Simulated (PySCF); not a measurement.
B3LYP has the VWN-RPA correlation part, as in Gaussian. Excitations are Tamm–Dancoff values on a coarser integration grid. The basis has no diffuse functions, so Rydberg states are missing or too high.

Cartesian coordinates (Å):
```xyz
10

C     -1.6249    -0.0306    -0.1646
C     -0.1852    -0.4766    -0.1369
Si     1.1336     0.5247     0.2404
O      2.7191     0.1031     0.2884
H     -2.0709    -0.1723    -1.1541
H     -1.7330     1.0265     0.0889
H     -2.2351    -0.5968     0.5462
H     -0.0029    -1.5193    -0.3796
H      1.0432     1.9476     0.5869
H      2.9562    -0.8061     0.0845
```
Charge 0, spin multiplicity 1.

Task: What is the computed S1 excitation (TDA), LUMO and T1 excitation (TDA) (B3LYP-D3(BJ)/def2-TZVP run with PySCF)?

Result: 
The S1 excitation (TDA) comes out as 4.43 eV and the LUMO comes out as -0.39 eV. The T1 excitation (TDA) is 3.04 eV.
